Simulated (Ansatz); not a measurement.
Si₇Au⁻, relaxed as a singlet with RKS PBE0-D4/def2-SVP in Ansatz, starting from the PBE0-D4/def2-SVP geometry of the neutral doublet. Force threshold 0.03 eV/Å.

In the def2 sets Au takes a core potential; there is no spin–orbit coupling. A triplet lies near this restricted singlet, and broken spin symmetry wasn't tried. The structure comes from a short search, and lower isomers may exist.

Start:

```xyz
8

Au   -0.992   -1.880    0.534
Si    2.079    0.057    1.208
Si    0.545    1.277   -0.302
Si   -1.508    0.056   -0.995
Si   -1.568    1.831    0.641
Si    0.441   -0.096   -2.361
Si    1.237   -1.422   -0.508
Si   -0.233    0.177    1.783
```

**Question.** Estimate the energy that the relaxation releases and the steps that it takes.

**Answer.** 0.33 eV, in 10 steps; 34 s on 6 threads of Intel Xeon on a shared host. No frequencies were taken in this run, so the end may be a saddle point.

**Question.** Does the start keep its bonding and symmetry?

**Answer.** By distances, no bond broke or formed. The bond that changes most is Si3–Si5, from 2.38 to 2.25 Å (atoms count from 1). Point group Cs at the start, Cs at the end, both within 0.05 Å.

**Question.** Predict the relaxed structure.

**Answer.** 
```xyz
8

Au   -1.014   -1.807    0.543
Si    2.053    0.056    0.838
Si    0.367    1.485   -0.231
Si   -1.517    0.076   -1.079
Si   -1.664    1.829    0.685
Si    0.704   -0.068   -2.103
Si    1.249   -1.773   -0.499
Si   -0.178    0.201    1.845
```
Bond lengths: 11 × Si–Si 2.25 to 2.50 Å; 3 × Au–Si 2.49 to 2.54 Å.
